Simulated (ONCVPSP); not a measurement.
tellurium (Te), ONCV: configuration errors across variants

| Item | Value |
| --- | --- |
| Element | Te |
| Generator | ONCVPSP 4.0.1 |
| Type | optimised norm-conserving Vanderbilt (ONCV) |
| Functional | PW91 |
| Relativity | fully relativistic |
| Frozen core | [Ar] 3d10 |
| Valence charge | 24 |
| Reference configuration | 4s2 4p6 4d10 5s2 5p4 |
| Partial waves | 4s+5s: rc 1.40 bohr, ncon 3, nbas 6, qcut 11.1 1/bohr, 2 projectors; 4p+5p: rc 1.40 bohr, ncon 4, nbas 9, qcut 8.6 1/bohr, 2 projectors; 4d: rc 0.90 bohr, ncon 4, nbas 7, qcut 11.7 1/bohr, 2 projectors, debl 0.5 Ha |
| Local potential | polynomial inside 0.70 bohr (lpopt 5, dvloc0 -1 Ha) |
| Core correction | polynomial model core, fcfact 0.3 |

Open shells are filled in proportion to 2j + 1.

In the d channel the program set the typed energies aside and used -1.509, 0.250 Ha (j = l + 1/2; the other j can differ).

All-electron excitation energies from the reference (eV): (1) 4s2 4p6 4d10 5s2 5p3 9.806; (2) 4s2 4p6 4d10 5s2 5p2 27.830; (3) 4s2 4p6 4d10 5s2 5p1 54.853; (4) 4s2 4p6 4d10 5s0 5p6 18.685.

1 further variants failed, have other tests or too few solved ones, and are left out.

A true bound ghost makes a file unfit for plane-wave use even where its test errors are small: the radial tests pick states by their node count and pass the ghost by.

Errors AE − PS in meV (a dash: test not solved or not reliable):

| change | (1) | (2) | (3) | (4) | bound ghosts | GHOST(+) flags above zero |
| --- | --- | --- | --- | --- | --- | --- |
| base | +0.4 | +0.6 | 0.0 | +0.3 | s | none |
| p: ncon 5, nbas 10 | +0.4 | +0.6 | 0.0 | +0.2 | s | none |
| d: debl 2.35 | +0.4 | +0.6 | 0.0 | +0.3 | s | none |
| d: rc 0.76 | +0.4 | +0.6 | +0.1 | +0.4 | s | d5/2, d3/2 |
| all radii but the core radius scaled by about 0.93 (s 1.30, p 1.30, d 0.84 bohr); local potential polynomial inside 0.66 bohr (lpopt 5, dvloc0 -1 Ha) | +0.6 | +1.2 | +1.5 | -0.9 | s | none |
| d: nbas 8 | +0.4 | +0.6 | -0.1 | +0.3 | s | none |

Give the same row for: p: qcut 13.

+0.4, +0.7, +0.4, -0.1; bound ghosts: s; GHOST(+) flags above zero: none.
